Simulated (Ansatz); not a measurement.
Consider the formal exchange of groups at a Ge–Cl bond: `[SiH3][CH2][GeH2][Cl]` + BH₃ → `[BH2][GeH2][CH2][SiH3]` + HCl.

Gas-phase electronic energies from Ansatz, PBE0-D4/def2-TZVP geometries. CCSD(T)/CBS is the MP2 limit (def2-TZVPP, def2-QZVPP) plus CCSD(T) − MP2 in def2-TZVPP, frozen cores. This one scheme is used for every species. DFT in def2-TZVPP. B3LYP here is the variant with VWN-RPA as its local correlation; programs differ in this. For Ge outer-core shells are correlated without core-valence functions, which leaves a few kJ/mol of doubt a bond. Scalar relativity is left out up to krypton. One conformer a species, not always the lowest.

`[SiH3][CH2][GeH2][Cl]`:

Cartesian coordinates in Å:
```
Si -1.599 0.060 0.211
C 0.007 -0.802 -0.233
Ge 1.605 0.278 0.016
Cl 1.309 2.156 -1.016
H -1.930 1.102 -0.792
H -2.707 -0.932 0.257
H -1.476 0.694 1.551
H 0.125 -1.692 0.394
H -0.024 -1.135 -1.273
H 1.832 0.629 1.493
H 2.857 -0.357 -0.608
```

BH₃:

Z-matrix (Å, degrees):
```
B
H 1 1.193
H 1 1.193 2 120.0
H 1 1.193 2 120.0 3 180.0
```

`[BH2][GeH2][CH2][SiH3]`:

Z-matrix (Å, degrees):
```
Ge
C 1 1.968
B 1 2.058 2 112.9
H 1 1.549 2 108.9 3 118.8
H 1 1.543 2 108.7 3 -125.5
Si 2 1.866 1 112.2 3 65.5
H 2 1.093 1 109.3 3 -172.1
H 2 1.094 1 107.8 3 -55.4
H 3 1.195 1 120.9 2 22.0
H 3 1.194 1 121.0 2 -160.4
H 6 1.489 2 112.4 1 -173.9
H 6 1.491 2 109.7 1 -53.6
H 6 1.488 2 110.3 1 65.0
```

HCl:

```xyz
2

Cl   -0.162   -0.517   -0.340
H     0.162    0.517    0.340
```

```
             level  ΔE (kcal/mol)  difference from CCSD(T)/CBS
            PBE-D4           18.5                         -1.7
         r2SCAN-D4           20.6                          0.4
           PBE0-D4           19.9                         -0.3
           ωB97M-V           21.8                          1.6
            B2PLYP           22.0                          1.8
               PBE           18.3                         -1.9
            r2SCAN           20.6                          0.4
              PBE0           19.8                         -0.4
             B3LYP           21.4                          1.2
    MP2/def2-TZVPP           22.2                          2.0
CCSD(T)/def2-TZVPP           20.2                          0.0
     HF/def2-QZVPP           26.8                          6.6
    MP2/def2-QZVPP           22.2                          2.0
SCS-MP2/def2-QZVPP           22.9                          2.7
      HF/CBS(def2)           26.8                          6.6
     MP2/CBS(def2)           22.1                          1.9
       CCSD(T)/CBS           20.2                            0
```

Largest T1 diagnostic among the species: 0.011.

In def2-TZVPP, CCSD(T) changes the Hartree–Fock value by −6.4 kcal/mol (the triples alone add −0.3 kcal/mol) and MP2 by −4.5 kcal/mol. From PBE to PBE0 (25 % exact exchange), in def2-TZVPP and without D4, ΔE moves by +1.4 kcal/mol.
